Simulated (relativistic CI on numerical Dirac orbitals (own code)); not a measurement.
# Energy levels of Pb LXXIV

Computed by Dirac-Coulomb-Breit CI, separate exchange-only KLI orbitals for each configuration, QED by a radiative potential, unscaled Slater integrals (own radial code, finite nucleus).

Configurations in the expansion (outside the closed core 1s2): 2s2.2p5, 2s.2p6, 2s2.2p4.3s, 2p6.3s, 2s2.2p4.3p, 2p6.3p, 2p6.3d, 2s2.2p4.3d, 2s.2p5.3s, 2s.2p5.3p, 2s.2p5.3d, 2s2.2p4.4s, 2s2.2p4.4p, 2s2.2p4.4d, 2s2.2p4.4f, 2s2.2p3.3s2. Levels of other configurations are missing.

The lowest level is 2s2.2p5 2P°_3/2, with 100 % of that term; Hund's rules for 2s2.2p5 give 2P° with J = 3/2, in agreement.

```tsv
No.	Configuration	Term	J	E (eV)	%	Next component (%)	Landé g	jj configuration (%)
1	2s2.2p5	2P°	3/2	0.0	100		1.290	2p3/2^3 (100)
2	2s2.2p5	2P°	1/2	2245.6	100		0.604	2p1/2 2p3/2^4 (100)
3	2s.2p6	2S	1/2	2810.8	100		1.940	2s (100)
4	2s2.2p4.3s	4P	5/2	10413.1	68	32 2D	1.431	2p3/2^2 3s (100)
5	2s2.2p4.3s	2P	3/2	10425.9	56	33 2D	1.157	2p3/2^2 3s (100)
6	2s2.2p4.3s	2S	1/2	10489.4	65	23 4P	1.980	2p3/2^2 3s (100)
7	2s2.2p4.3p	4P°	3/2	10575.0	31	26 2P°	1.427	2p3/2^2 3p1/2 (100)
8	2s2.2p4.3p	2D°	5/2	10576.3	37	26 4D°	1.165	2p3/2^2 3p1/2 (100)
9	2s2.2p4.3p	2P°	1/2	10646.7	74	19 4D°	0.641	2p3/2^2 3p1/2 (100)
10	2s2.2p4.3p	4D°	7/2	11209.3	68	32 2F°	1.303	2p3/2^2 3p3/2 (100)
11	2s2.2p4.3p	2D°	5/2	11209.6	51	40 4P°	1.301	2p3/2^2 3p3/2 (100)
12	2s2.2p4.3p	2P°	1/2	11210.7	51	37 2S°	1.266	2p3/2^2 3p3/2 (100)
13	2s2.2p4.3p	2P°	3/2	11266.9	48	28 2D°	1.301	2p3/2^2 3p3/2 (100)
14	2s2.2p4.3p	2P°	3/2	11297.2	70	12 4D°	1.310	2p3/2^2 3p3/2 (100)
15	2s2.2p4.3d	4D	3/2	11376.5	32	31 2D	1.171	2p3/2^2 3d3/2 (100)
16	2s2.2p4.3d	2F	7/2	11378.3	38	29 2G	1.077	2p3/2^2 3d3/2 (100)
17	2s2.2p4.3d	4D	5/2	11378.6	33	27 2F	1.129	2p3/2^2 3d3/2 (99)
18	2s2.2p4.3d	4P	1/2	11383.0	52	26 2P	1.710	2p3/2^2 3d3/2 (99)
19	2s2.2p4.3d	2D	3/2	11450.9	70	17 4F	0.804	2p3/2^2 3d3/2 (99)
20	2s2.2p4.3d	2F	7/2	11520.6	50	40 4D	1.227	2p3/2^2 3d5/2 (100)
21	2s2.2p4.3d	4F	9/2	11521.0	68	32 2G	1.232	2p3/2^2 3d5/2 (100)
22	2s2.2p4.3d	2P	1/2	11537.4	63	22 2S	1.134	2p3/2^2 3d5/2 (99)
23	2s2.2p4.3d	2D	5/2	11564.9	52	20 2F	1.198	2p3/2^2 3d5/2 (99)
24	2s2.2p4.3d	2P	3/2	11565.9	48	31 2D	1.193	2p3/2^2 3d5/2 (99)
25	2s2.2p4.3d	2D	5/2	11608.7	70	10 4D	1.182	2p3/2^2 3d5/2 (100)
26	2s2.2p4.3s	4P	3/2	12671.4	88	11 2P	1.642	2p1/2 2p3/2^3 3s (100)
27	2s2.2p4.3s	2P	1/2	12682.7	67	33 4P	1.291	2p1/2 2p3/2^3 3s (100)
28	2s2.2p4.3s	2D	5/2	12691.5	68	32 4P	1.285	2p1/2 2p3/2^3 3s (100)
29	2s2.2p4.3s	2D	3/2	12699.2	66	33 2P	0.931	2p1/2 2p3/2^3 3s (100)
30	2s2.2p4.3p	4P°	1/2	12826.6	51	27 4D°	1.751	2p1/2 2p3/2^3 3p1/2 (100)
31	2s2.2p4.3p	4D°	3/2	12833.0	54	22 2D°	1.121	2p1/2 2p3/2^3 3p1/2 (100)
32	2s2.2p4.3p	2F°	5/2	12846.4	52	30 2D°	1.019	2p1/2 2p3/2^3 3p1/2 (100)
33	2s2.2p4.3p	2P°	3/2	12898.7	47	25 2D°	1.283	2p1/2 2p3/2^3 3p1/2 (100)
34	2s.2p5.3s	4P°	5/2	13155.6	99		1.555	2s 2p3/2^3 3s (99)
35	2s.2p5.3s	2P°	3/2	13188.4	72	27 4P°	1.388	2s 2p3/2^3 3s (99)
36	2s.2p5.3s	2P°	1/2	13264.2	87	12 4P°	0.871	2s 2p3/2^3 3s (99)
37	2s.2p5.3s	2P°	3/2	13275.2	80	19 4P°	1.378	2s 2p3/2^3 3s (99)
38	2s.2p5.3p	4P	3/2	13323.9	44	29 4S	1.624	2s 2p3/2^3 3p1/2 (100)
39	2s.2p5.3p	2D	5/2	13324.3	44	39 4D	1.290	2s 2p3/2^3 3p1/2 (100)
40	2s.2p5.3p	2P	1/2	13421.9	41	30 2S	1.325	2s 2p3/2^3 3p1/2 (99)
41	2s.2p5.3p	2D	3/2	13423.3	58	21 4D	0.973	2s 2p3/2^3 3p1/2 (100)
42	2s2.2p4.3p	4D°	5/2	13467.3	55	31 4P°	1.391	2p1/2 2p3/2^3 3p3/2 (100)
43	2s2.2p4.3p	2P°	1/2	13473.1	38	28 4P°	1.505	2p1/2 2p3/2^3 3p3/2 (99)
44	2s2.2p4.3p	2D°	3/2	13474.2	53	24 4P°	1.196	2p1/2 2p3/2^3 3p3/2 (100)
45	2s2.2p4.3p	2F°	7/2	13483.9	68	32 4D°	1.200	2p1/2 2p3/2^3 3p3/2 (100)
```

Energies count from the lowest computed level; ° marks odd parity. Filled j subshells are mostly left out of the jj labels.

The mean weight of the leading LS term, summed over parents, in these 45 levels is 61 %, and that of the leading jj configuration (from the same eigenvectors) 100 %, so jj coupling describes them better and the LS labels are nominal.

At this charge energies of transitions that change n are usually good to better than 1 %, and those within a shell (Δn = 0) to a few per cent.

LS names give the leading component of a level, which can be under half, so a name can repeat, a term be missing and a line seem to break the LS rules.
